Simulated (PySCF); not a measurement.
## Electron correlation in N²⁺ (nitrogen, charge +2)

[He] 2s2 2p1, 2P determinant. Calculation: PySCF 2.14, in aug-cc-pVTZ-DK; scalar relativity by spin-free X2C-1e. Frozen: 1s2; 3 electrons correlated.

MP2 pair energies summed by pair of shells (mhartree):

```csv
pair,energy,share (%)
2s-2s,-33.29,58.8
2s-2p,-23.33,41.2
```

Total MP2 correlation energy: -56.62 mhartree.

Same-spin part -3.65 and opposite-spin part -52.97 mhartree; SCS-MP2 scales them by 1/3 and 6/5 to -64.78 mhartree.
